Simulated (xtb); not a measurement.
CH₃ClGa (SMILES [CH3][Ga][Cl]), doublet, geometry from GFN2-xTB (such geometries of metal compounds can be far from the true shape) (the spin is typed, not shown lowest), atoms displaced at random by about 0.02 Å a coordinate; GFN2-xTB run with xtb.

xtb was given this input:
```
$ xtb mol.xyz --gfn 2 --uhf 1 --opt sloppy --json

# file mol.xyz
6

Ga     0.46670927     0.32729874     0.11536859
C     -0.42924768     1.54443508    -1.41540568
H     -1.30328273     1.96779455    -0.98397149
H     -0.61491178     0.91539614    -2.26494512
H      0.25307945     2.38277616    -1.69058625
Cl    -0.66307478    -1.46443593     0.60599048
```

The log (banner, timings and long lists left out):

```
   ID    Z sym.   atoms
    1   31 Ga     1
    2    6 C      2
    3    1 H      3-5
    4   17 Cl     6

           -------------------------------------------------
          |                Calculation Setup                |
           -------------------------------------------------

           -------------------------------------------------
          |                 G F N 2 - x T B                 |
           -------------------------------------------------

          ...................................................
          :                      SETUP                      :
          :.................................................:
          :  # basis functions                  27          :
          :  # atomic orbitals                  25          :
          :  # shells                           11          :
          :  # electrons                        17          :
          :  max. iterations                   250          :
          :  Hamiltonian                  GFN2-xTB          :
          :  restarted?                      false          :
          :  GBSA solvation                  false          :
          :  PC potential                    false          :
          :  electronic temp.          300.0000000     K    :
          :  accuracy                    1.0000000          :
          :  -> integral cutoff          0.2500000E+02      :
          :  -> integral neglect         0.1000000E-07      :
          :  -> SCF convergence          0.1000000E-05 Eh   :
          :  -> wf. convergence          0.1000000E-03 e    :
          :  Broyden damping             0.4000000          :
          :  net charge                          0          :
          :  unpaired electrons                  1          :
          ...................................................

 iter      E             dE          RMSdq      gap      omega  full diag
   1     -9.4657512 -0.946575E+01  0.104E+01    4.03       0.0  T
   2     -9.4821997 -0.164486E-01  0.715E+00    4.65       1.0  T
   3     -9.4830686 -0.868882E-03  0.450E+00    4.15       1.0  T
   4     -9.4929471 -0.987843E-02  0.483E-01    4.39       1.0  T
   5     -9.4932900 -0.342958E-03  0.348E-01    4.39       1.0  T
   6     -9.4933640 -0.739789E-04  0.828E-02    4.40       1.0  T
   7     -9.4933670 -0.298873E-05  0.475E-02    4.41       1.0  T
   8     -9.4933691 -0.209007E-05  0.220E-02    4.41       1.9  T
   9     -9.4933702 -0.111496E-05  0.856E-03    4.41       4.8  T
  10     -9.4933703 -0.710625E-07  0.556E-03    4.41       7.3  T
  11     -9.4933703 -0.966154E-08  0.765E-04    4.41      53.4  T
  12     -9.4933703 -0.482766E-09  0.757E-04    4.41      54.0  T

   *** convergence criteria satisfied after 12 iterations ***

         :::::::::::::::::::::::::::::::::::::::::::::::::::::
         ::                     SUMMARY                     ::
         :::::::::::::::::::::::::::::::::::::::::::::::::::::
         :: total energy              -9.435475687768 Eh    ::
         :: gradient norm              0.039342724195 Eh/a0 ::
         :: HOMO-LUMO gap              4.405208900144 eV    ::
         ::.................................................::
         :: SCC energy                -9.493370031250 Eh    ::
         :: -> isotropic ES            0.011299331485 Eh    ::
         :: -> anisotropic ES          0.002095477810 Eh    ::
         :: -> anisotropic XC          0.002573228230 Eh    ::
         :: -> dispersion             -0.002589417735 Eh    ::
         :: repulsion energy           0.057894343482 Eh    ::
         :: add. restraining           0.000000000000 Eh    ::
         :: total charge               0.000000000000 e     ::
         :::::::::::::::::::::::::::::::::::::::::::::::::::::

      -----------------------------------------------------------
     |                   =====================                   |
     |                        A N C O P T                        |
[...]
 * total energy  :    -9.4354757 Eh     change       -0.7967280E-09 Eh
 * total energy  :    -9.4368041 Eh     change       -0.1328390E-02 Eh
 * total energy  :    -9.4370142 Eh     change       -0.2101531E-03 Eh
 * total energy  :    -9.4370197 Eh     change       -0.5516259E-05 Eh
   *** GEOMETRY OPTIMIZATION CONVERGED AFTER 4 ITERATIONS ***
         :: total energy              -9.437019748459 Eh    ::
[...]
         1        2.0000           -1.0374413             -28.2302
         2        2.0000           -0.5894684             -16.0403
         3        2.0000           -0.5149195             -14.0117
         4        2.0000           -0.4826816             -13.1344
         5        2.0000           -0.4826121             -13.1325
         6        2.0000           -0.4242932             -11.5456
         7        2.0000           -0.4235298             -11.5248
         8        2.0000           -0.4135248             -11.2526
         9        1.0000           -0.3375403              -9.1849 (HOMO)
        10                         -0.1747201              -4.7544 (LUMO)
        11                         -0.1023699              -2.7856
        12                         -0.0725258              -1.9735
        13                         -0.0033260              -0.0905
        14                          0.0314760               0.8565
        15                          0.0388070               1.0560
        16                          0.0452583               1.2315
        17                          0.0463405               1.2610
        18                          0.0510947               1.3904
        19                          0.0712369               1.9385
        20                          0.0832075               2.2642
       ...                                ...                  ...
        25                          1.0949235              29.7944
      -------------------------------------------------------------
                  HL-Gap            0.1628202 Eh            4.4306 eV
             Fermi-level           -0.3158314 Eh           -8.5942 eV

     #   Z          covCN         q      C6AA      α(0)
     1  31 Ga       1.577     0.198   220.256    33.708
     2   6 C        3.562    -0.173    24.900     7.273
     3   1 H        0.925     0.063     2.159     2.298
     4   1 H        0.925     0.064     2.150     2.293
     5   1 H        0.925     0.067     2.121     2.278
     6  17 Cl       0.790    -0.219   105.940    15.745

 Mol. C6AA /au·bohr⁶  :       1156.840158
 Mol. C8AA /au·bohr⁸  :      68704.828544
 Mol. α(0) /au        :         63.595711

Wiberg/Mayer (AO) data.
largest (>0.10) Wiberg bond orders for each atom

 ---------------------------------------------------------------------------
     #   Z sym  total        # sym  WBO       # sym  WBO       # sym  WBO
 ---------------------------------------------------------------------------
     1  31 Ga   2.172 --     6 Cl   1.204     2 C    0.820
     2   6 C    3.786 --     5 H    0.948     3 H    0.942     4 H    0.942
                             1 Ga   0.820     6 Cl   0.135
     3   1 H    0.996 --     2 C    0.942
     4   1 H    0.996 --     2 C    0.942
     5   1 H    0.996 --     2 C    0.948
     6  17 Cl   1.346 --     1 Ga   1.204     2 C    0.135
 ---------------------------------------------------------------------------

Topologies differ in total number of bonds
Writing topology from bond orders to xtbtopo.mol

molecular dipole:
                 x           y           z       tot (Debye)
 q only:        0.393       0.852      -0.343
   full:        0.537       1.036      -0.373       3.113
molecular quadrupole (traceless):
                xx          xy          yy          xz          yz          zz
 q only:        0.292      -1.266      -1.122       0.789       0.304       0.830
  q+dip:        0.382      -1.379      -1.280       1.367      -0.094       0.898
   full:        0.883      -2.452      -2.460       0.839       1.713       1.577

optimized geometry written to: xtbopt.xyz

           -------------------------------------------------
          | TOTAL ENERGY               -9.437019748459 Eh   |
          | GRADIENT NORM               0.000539219068 Eh/α |
          | HOMO-LUMO GAP               4.430564370182 eV   |
           -------------------------------------------------

normal termination of xtb
```
